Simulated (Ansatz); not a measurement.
C3H6ClFSi can be A, `C/C(Cl)=C(\F)[SiH3]`, or B, `C=CC[SiH](F)Cl`.

Gas-phase electronic energies from Ansatz, PBE0-D4/def2-TZVP geometries. CCSD(T)/CBS is the MP2 limit (def2-TZVPP, def2-QZVPP) plus CCSD(T) − MP2 in def2-TZVPP, frozen cores. DFT in def2-TZVPP. B3LYP here is the variant with VWN-RPA as its local correlation; programs differ in this. One conformer a species, not always the lowest.

A:

```xyz
12

C     0.8804    1.4557   -1.2625
C     0.5518    0.2506   -0.4641
Cl    1.7003   -1.0432   -0.5323
C    -0.5254    0.0583    0.2949
F    -1.4318    1.0640    0.3559
Si   -0.9309   -1.4768    1.3043
H     1.8328    1.8818   -0.9368
H     0.0979    2.2052   -1.1504
H     0.9793    1.1979   -2.3201
H    -2.2264   -1.2101    1.9758
H    -1.0527   -2.6605    0.4183
H     0.1247   -1.7230    2.3171
```

B:

Z-matrix (Å, degrees):
```
C
C 1 1.492
Si 1 1.860 2 111.1
H 1 1.095 2 111.6 3 -120.5
H 1 1.095 2 111.2 3 119.2
C 2 1.327 1 125.0 3 -102.8
H 2 1.087 1 115.9 3 74.9
F 3 1.594 1 109.4 2 -178.3
Cl 3 2.045 1 110.2 2 -60.1
H 3 1.476 1 113.2 2 61.2
H 6 1.086 2 121.7 1 -2.2
H 6 1.083 2 121.3 1 178.2
```

(1) Which is lower in electronic energy at CCSD(T)/CBS, and by how much? (Estimate.)

(2) Give E(B) − E(A) in kcal/mol with CCSD(T)/def2-TZVPP, B3LYP, HF/def2-TZVPP, MP2/def2-TZVPP, ωB97M-V, PBE-D4, CCSD/def2-TZVPP. (Estimate.)

Largest T1 diagnostic: 0.012.

Results:

(1) Ansatz gave: B, by 91.9 kcal/mol.

(2) Computed: CCSD(T)/def2-TZVPP -90.3, B3LYP -88.2, HF/def2-TZVPP -95.6, MP2/def2-TZVPP -93.4, ωB97M-V -89.7, PBE-D4 -83.0, CCSD/def2-TZVPP -91.8. None reverses the order clearly.

In def2-TZVPP, CCSD(T) changes the Hartree–Fock value by +5.3 kcal/mol (the triples alone add +1.5 kcal/mol) and MP2 by +2.2 kcal/mol. From PBE to PBE0 (25 % exact exchange), in def2-TZVPP and without D4, E(B) − E(A) moves by −4.0 kcal/mol.
